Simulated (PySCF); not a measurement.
## [Gd(H2O)3]3+ at several levels of theory

Computed with PySCF 2.14.0 (density fitting, no spin-orbit coupling) at the geometry relaxed with TPSS:

```xyz
10
[Gd(H2O)3]3+ (singlet in the valence; each metal's 4f electrons, 7 of them, lie in its core potential, out of spins and levels)
Gd    0.0000    0.0000    0.0000
O     2.2852    0.0000    0.0000
H     2.9072    0.7754    0.0853
H     2.9072   -0.7754   -0.0853
O    -1.1426    1.9791    0.0000
H    -2.1251    2.1300    0.0853
H    -0.7821    2.9054   -0.0853
O    -1.1426   -1.9791    0.0000
H    -0.7820   -2.9054    0.0853
H    -2.1251   -2.1300   -0.0853
```

```json
{"level": "TPSS", "basis": "Gd lcecp-1-SVP with ECP53, O def2-SVP, H def2-SVP", "state": "singlet", "HOMO (eV)": "-23.36", "gap (eV)": "5.79", "charge on Gd1 (e)": "1.91", "population of f-type functions on Gd1 (polarisation alone where 4f lies in the core)": "0.04", "dipole about the centre of mass (D)": "0.00", "largest force component (eV/Å)": "0.00"}
{"level": "TPSS", "basis": "Gd lcecp-1-TZVP with ECP53, O def2-TZVP, H def2-TZVP", "state": "singlet", "HOMO (eV)": "-23.39", "gap (eV)": "5.88", "charge on Gd1 (e)": "2.18", "population of f-type functions on Gd1 (polarisation alone where 4f lies in the core)": "0.05", "dipole about the centre of mass (D)": "0.00", "largest force component (eV/Å)": "0.37"}
{"level": "PBE0", "basis": "Gd def2-SVP with ECP28, O def2-SVP, H def2-SVP", "state": "octet", "HOMO (eV)": "-25.09", "gap (eV)": "7.06", "charge on Gd1 (e)": "2.04", "population of f-type functions on Gd1 (polarisation alone where 4f lies in the core)": "7.04", "dipole about the centre of mass (D)": "0.00", "largest force component (eV/Å)": "0.43"}
```

In the lcecp rows the 4f levels are missing from HOMO and gap, and the state counts the valence alone.

HOMO and gap are taken over both spins. Charges are Mulliken's, which hang on the basis. The relaxation used the grid (50, 194), these runs (75, 302) or, all-electron (x2c bases, spin-free X2C Hamiltonian), (99, 590).

Q: Order these levels, in the first row's basis, by the HOMO–LUMO gap they give here, smallest first.
A. r2SCAN
B. PBE0
C. BP86
D. PBE

A: D (5.44 eV), C (5.69 eV), A (6.42 eV), B (8.16 eV).

Q: And their other results?

A: 
| level | state | HOMO (eV) | gap (eV) | charge on Gd1 (e) | population of f-type functions on Gd1 (polarisation alone where 4f lies in the core) | dipole about the centre of mass (D) | largest force component (eV/Å) |
| --- | --- | --- | --- | --- | --- | --- | --- |
| BP86 | singlet | -23.38 | 5.69 | 1.86 | 0.04 | 0.00 | 0.17 |
| r2SCAN | singlet | -23.69 | 6.42 | 1.97 | 0.04 | 0.00 | 0.32 |
| PBE0 | singlet | -25.11 | 8.16 | 1.99 | 0.04 | 0.00 | 0.44 |
| PBE | singlet | -23.27 | 5.44 | 1.84 | 0.04 | 0.00 | 0.11 |

In the first row's basis the gap widens with exact exchange: 5.4 to 6.4 eV for PBE, BP86, TPSS, r2SCAN (none); 8.2 eV for PBE0 (a fixed share).

No frequency check is given that shows the relaxed geometry to be a minimum. An lcecp potential fixes the number of 4f electrons, so in runs with it no electron can move into or out of that shell.

Rows with open f shells in the valence may stand above their lowest state, and their gaps can end on f levels.
